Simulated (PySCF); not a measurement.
CrF4, SMILES [Cr]([F])([F])([F])[F] (connectivity only; charge and spin as stated), neutral, multiplicity 3.

Geometry: PBE-D3(BJ)/def2-SVP. The spin state was assumed, not searched.

Computed with PySCF 2.14.0 with PBE-D3(BJ)/def2-SVP.

Frequencies are harmonic and unscaled.

Modes within 1.5 cm⁻¹ of each other (mostly degenerate sets) share a row, with their intensities summed.

```csv
mode,ν (cm⁻¹),IR (km/mol),moving atoms (share of kinetic energy)
1–3,185,59.9,"F 74 %, Cr 26 %"
4–5,190,0.0,F 100 %
6,701,0.0,F 100 %
7–9,778,406.1,"F 67 %, Cr 33 %"
```
